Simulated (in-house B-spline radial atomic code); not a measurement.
Checks on a self-consistent run for Xe II (Xe+), [He] 2s2 (2p1/2)1 (2p3/2)4 3s2 3p6 3d10 4s2 4p6 4d10 5s2 5p6. Level of theory: Dirac-Hartree-Fock, average of the jj configuration, Fermi nucleus of rms radius 4.7859 fm; calculated with an all-electron radial atomic-structure program (B-spline basis).

```json
{"orbital": "1s1/2", "q": "2", "ε (Eh)": "-1286.23405", "<1/r>": "58.1412", "<r²>": "0.000961662", "small-component weight": "0.039683"}
{"orbital": "2s1/2", "q": "2", "ε (Eh)": "-207.37441", "<1/r>": "13.6924", "<r²>": "0.0152261", "small-component weight": "0.0086267"}
{"orbital": "2p1/2", "q": "1", "ε (Eh)": "-196.16919", "<1/r>": "13.5937", "<r²>": "0.0114136", "small-component weight": "0.0085632"}
{"orbital": "2p3/2", "q": "4", "ε (Eh)": "-183.55555", "<1/r>": "12.5566", "<r²>": "0.01247", "small-component weight": "0.0081899"}
{"orbital": "3s1/2", "q": "2", "ε (Eh)": "-45.16576", "<1/r>": "4.95929", "<r²>": "0.103448", "small-component weight": "0.0026413"}
{"orbital": "3p1/2", "q": "2", "ε (Eh)": "-39.82136", "<1/r>": "4.90246", "<r²>": "0.0981426", "small-component weight": "0.0026193"}
{"orbital": "3p3/2", "q": "4", "ε (Eh)": "-37.55149", "<1/r>": "4.59931", "<r²>": "0.105288", "small-component weight": "0.002461"}
{"orbital": "3d3/2", "q": "4", "ε (Eh)": "-28.30683", "<1/r>": "4.45619", "<r²>": "0.0869808", "small-component weight": "0.0023373"}
{"orbital": "3d5/2", "q": "6", "ε (Eh)": "-27.91336", "<1/r>": "4.39918", "<r²>": "0.0886315", "small-component weight": "0.0023156"}
{"orbital": "4s1/2", "q": "2", "ε (Eh)": "-9.36268", "<1/r>": "2.00003", "<r²>": "0.55428", "small-component weight": "0.00075882"}
{"orbital": "4p1/2", "q": "2", "ε (Eh)": "-7.34970", "<1/r>": "1.90039", "<r²>": "0.601193", "small-component weight": "0.00070406"}
{"orbital": "4p3/2", "q": "4", "ε (Eh)": "-6.87720", "<1/r>": "1.81532", "<r²>": "0.640243", "small-component weight": "0.00066529"}
{"orbital": "4d3/2", "q": "4", "ε (Eh)": "-3.50801", "<1/r>": "1.58621", "<r²>": "0.80132", "small-component weight": "0.00052855"}
{"orbital": "4d5/2", "q": "6", "ε (Eh)": "-3.44064", "<1/r>": "1.56777", "<r²>": "0.816237", "small-component weight": "0.00052066"}
{"orbital": "5s1/2", "q": "2", "ε (Eh)": "-1.47174", "<1/r>": "0.727984", "<r²>": "3.58957", "small-component weight": "0.00013661"}
{"orbital": "5p1/2", "q": "2", "ε (Eh)": "-0.90074", "<1/r>": "0.634628", "<r²>": "4.69948", "small-component weight": "0.00010682"}
{"orbital": "5p3/2", "q": "4", "ε (Eh)": "-0.83974", "<1/r>": "0.606777", "<r²>": "5.07168", "small-component weight": "9.8339e-05"}
```

Electron-electron repulsion V_ee = 2636.5178 hartree.

(1) What total energy follows from the eigenvalues?

(2) Does the Dirac virial theorem hold?

(3) What diamagnetic shielding (Lamb formula) and susceptibility (Langevin formula) do the radii give?

Answers

(1) The eigenvalues count the repulsion twice, so E = Σqε - V_ee = -4622.209 - 2636.518 = -7258.727 hartree; the run printed -7258.727.

(2) For a point nucleus E = -2c²Σq·w, with w the small-component weight. Here Σq·w = 0.19326 and c = 137.0360, so the ratio E/(-2c²Σq·w) is 1.000067; the finite nucleus accounts for the departure from 1.

(3) σ = (α²/3)Σq<1/r> = 325.794/(3·137.036²) = 5783 ppm, and χ = -0.79199×10⁻⁶·Σq<r²> = -40.9×10⁻⁶ cm³/mol with Σq<r²> = 51.637 bohr². Both are non-relativistic formulas without the paramagnetism of open shells; for so heavy an element the full relativistic shielding is larger by tens of per cent.
